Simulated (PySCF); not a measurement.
4H-1,3,5-dioxazine (C₃H₅NO₂), SMILES C1=NCOCO1.

Coordinates come from a ωB97X-D3(BJ)/def2-SVP optimisation. One conformer was computed; it need not be the lowest.

Computed with ωB97X-D3(BJ)/def2-SVP run with PySCF.

Harmonic, unscaled wavenumbers; measured fundamentals usually lie a few per cent lower.

```json
[
 {"mode": "1", "ν (cm⁻¹)": "188", "IR (km/mol)": "5.3", "Raman (Å⁴/amu)": "0.5", "depolarisation": "0.73", "moving atoms (share of kinetic energy)": "H 33 %, O 30 %, C 20 %, N 16 %"},
 {"mode": "2", "ν (cm⁻¹)": "331", "IR (km/mol)": "4.2", "Raman (Å⁴/amu)": "1.4", "depolarisation": "0.54", "moving atoms (share of kinetic energy)": "H 37 %, O 31 %, C 27 %"},
 {"mode": "3", "ν (cm⁻¹)": "486", "IR (km/mol)": "21.6", "Raman (Å⁴/amu)": "3.2", "depolarisation": "0.64", "moving atoms (share of kinetic energy)": "H 40 %, C 29 %, N 17 %, O 13 %"},
 {"mode": "4", "ν (cm⁻¹)": "573", "IR (km/mol)": "9.2", "Raman (Å⁴/amu)": "3.2", "depolarisation": "0.75", "moving atoms (share of kinetic energy)": "O 42 %, C 27 %, N 25 %"},
 {"mode": "5", "ν (cm⁻¹)": "604", "IR (km/mol)": "16.7", "Raman (Å⁴/amu)": "2.5", "depolarisation": "0.74", "moving atoms (share of kinetic energy)": "O 57 %, C 26 %, N 10 %"},
 {"mode": "6", "ν (cm⁻¹)": "890", "IR (km/mol)": "7.6", "Raman (Å⁴/amu)": "6.9", "depolarisation": "0.27", "moving atoms (share of kinetic energy)": "O 46 %, N 34 %, C 12 %, H 8 %"},
 {"mode": "7", "ν (cm⁻¹)": "975", "IR (km/mol)": "4.9", "Raman (Å⁴/amu)": "1.9", "depolarisation": "0.75", "moving atoms (share of kinetic energy)": "H 54 %, C 37 %"},
 {"mode": "8", "ν (cm⁻¹)": "1000", "IR (km/mol)": "43.3", "Raman (Å⁴/amu)": "4.8", "depolarisation": "0.49", "moving atoms (share of kinetic energy)": "C 54 %, H 24 %, O 19 %"},
 {"mode": "9", "ν (cm⁻¹)": "1020", "IR (km/mol)": "25.4", "Raman (Å⁴/amu)": "1.9", "depolarisation": "0.75", "moving atoms (share of kinetic energy)": "C 51 %, H 17 %, O 17 %, N 16 %"},
 {"mode": "10", "ν (cm⁻¹)": "1041", "IR (km/mol)": "28.1", "Raman (Å⁴/amu)": "4.8", "depolarisation": "0.07", "moving atoms (share of kinetic energy)": "C 70 %, H 19 %"},
 {"mode": "11", "ν (cm⁻¹)": "1080", "IR (km/mol)": "5.8", "Raman (Å⁴/amu)": "0.4", "depolarisation": "0.71", "moving atoms (share of kinetic energy)": "H 54 %, C 38 %"},
 {"mode": "12", "ν (cm⁻¹)": "1136", "IR (km/mol)": "64.5", "Raman (Å⁴/amu)": "0.6", "depolarisation": "0.67", "moving atoms (share of kinetic energy)": "C 46 %, O 32 %, H 20 %"},
 {"mode": "13", "ν (cm⁻¹)": "1189", "IR (km/mol)": "22.8", "Raman (Å⁴/amu)": "0.6", "depolarisation": "0.75", "moving atoms (share of kinetic energy)": "H 49 %, C 37 %, O 10 %"},
 {"mode": "14", "ν (cm⁻¹)": "1265", "IR (km/mol)": "128.1", "Raman (Å⁴/amu)": "3.9", "depolarisation": "0.68", "moving atoms (share of kinetic energy)": "H 65 %, O 20 %, C 14 %"},
 {"mode": "15", "ν (cm⁻¹)": "1281", "IR (km/mol)": "224.3", "Raman (Å⁴/amu)": "4.4", "depolarisation": "0.75", "moving atoms (share of kinetic energy)": "H 46 %, O 31 %, C 21 %"},
 {"mode": "16", "ν (cm⁻¹)": "1329", "IR (km/mol)": "3.8", "Raman (Å⁴/amu)": "10.2", "depolarisation": "0.73", "moving atoms (share of kinetic energy)": "H 87 %, O 10 %"},
 {"mode": "17", "ν (cm⁻¹)": "1397", "IR (km/mol)": "12.4", "Raman (Å⁴/amu)": "2.3", "depolarisation": "0.68", "moving atoms (share of kinetic energy)": "H 84 %, O 10 %"},
 {"mode": "18", "ν (cm⁻¹)": "1417", "IR (km/mol)": "47.7", "Raman (Å⁴/amu)": "9.6", "depolarisation": "0.50", "moving atoms (share of kinetic energy)": "H 66 %, C 20 %, N 11 %"},
 {"mode": "19", "ν (cm⁻¹)": "1459", "IR (km/mol)": "11.2", "Raman (Å⁴/amu)": "4.4", "depolarisation": "0.74", "moving atoms (share of kinetic energy)": "H 77 %, C 17 %"},
 {"mode": "20", "ν (cm⁻¹)": "1486", "IR (km/mol)": "1.3", "Raman (Å⁴/amu)": "22.5", "depolarisation": "0.64", "moving atoms (share of kinetic energy)": "H 92 %"},
 {"mode": "21", "ν (cm⁻¹)": "1516", "IR (km/mol)": "3.6", "Raman (Å⁴/amu)": "9.5", "depolarisation": "0.60", "moving atoms (share of kinetic energy)": "H 88 %, C 11 %"},
 {"mode": "22", "ν (cm⁻¹)": "1810", "IR (km/mol)": "241.4", "Raman (Å⁴/amu)": "13.3", "depolarisation": "0.16", "moving atoms (share of kinetic energy)": "C 53 %, N 42 %"},
 {"mode": "23", "ν (cm⁻¹)": "3020", "IR (km/mol)": "54.7", "Raman (Å⁴/amu)": "61.7", "depolarisation": "0.26", "moving atoms (share of kinetic energy)": "H 94 %"},
 {"mode": "24", "ν (cm⁻¹)": "3039", "IR (km/mol)": "67.6", "Raman (Å⁴/amu)": "165.1", "depolarisation": "0.14", "moving atoms (share of kinetic energy)": "H 94 %"},
 {"mode": "25", "ν (cm⁻¹)": "3157", "IR (km/mol)": "19.8", "Raman (Å⁴/amu)": "120.5", "depolarisation": "0.44", "moving atoms (share of kinetic energy)": "H 91 %, C 9 %"},
 {"mode": "26", "ν (cm⁻¹)": "3192", "IR (km/mol)": "21.8", "Raman (Å⁴/amu)": "97.8", "depolarisation": "0.44", "moving atoms (share of kinetic energy)": "H 91 %, C 9 %"},
 {"mode": "27", "ν (cm⁻¹)": "3204", "IR (km/mol)": "14.5", "Raman (Å⁴/amu)": "136.0", "depolarisation": "0.22", "moving atoms (share of kinetic energy)": "H 91 %, C 9 %"}
]
```
